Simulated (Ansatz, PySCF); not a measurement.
Gas-phase reaction (SMILES): [SiH3]O[Si](Cl)(Cl)O[SiH3] + 2 O (H2O) + 3 [SiH4] (SiH4) → 4 O[SiH3] + 2 [SiH3]Cl [chlorosilane]; bond separation energy.

Each molecule is optimised on its own at B3LYP-D3(BJ)/def2-TZVP (Ansatz, a program for electronic structure), one conformer each, not searched for the lowest. Cores are frozen in the correlated levels unless marked. Spin-orbit coupling is left out. Non-relativistic. CBS(X,Y): correlation extrapolated as X^-3; Hartree-Fock from the larger set. Thermal terms are rigid-rotor harmonic-oscillator values from B3LYP-D3(BJ) frequencies (PySCF) at 298.15 K and 1 atm. 1 Eh = 627.5095 kcal/mol.

| species | E, CCSD(T)/CBS(cc-pV(T+d)Z,cc-pV(Q+d)Z) (Ansatz) (Eh) | E, PBE-D3(BJ)/def2-TZVPD (Ansatz + dftd3) (Eh) | H - E (Eh) |
|---|---|---|---|
| [SiH3]O[Si](Cl)(Cl)O[SiH3] | -1941.02862 | -1942.36502 | 0.07751 |
| O (H2O) | -76.37426 | -76.38147 | 0.02495 |
| O[SiH3] | -366.68281 | -366.95852 | 0.04319 |
| [SiH3]Cl | -750.69031 | -751.21200 | 0.03058 |
| [SiH4] (SiH4) | -291.45815 | -291.72290 | 0.03520 |

Problem. Work out ΔE and ΔH at 298.15 K at the first level, then ΔH at the second.

Solution. 
1. ΔE = [4×(-366.68281) + 2×(-750.69031)] - [(-1941.02862) + 2×(-76.37426) + 3×(-291.45815)] = 0.03973 Eh = 24.9 kcal/mol at CCSD(T)/CBS(cc-pV(T+d)Z,cc-pV(Q+d)Z).
2. The terms H - E add up to 0.00091 Eh, so ΔH = (0.03973 + (0.00091))×627.5095 = 25.5 kcal/mol.
3. At PBE-D3(BJ)/def2-TZVPD the same steps give ΔE = 24.2 and ΔH = 24.8 kcal/mol, a shift of -0.7 from the first level.
4. These values are not checked against measurement here, since the tables used lack a sound gas-phase enthalpy of formation for at least one species.
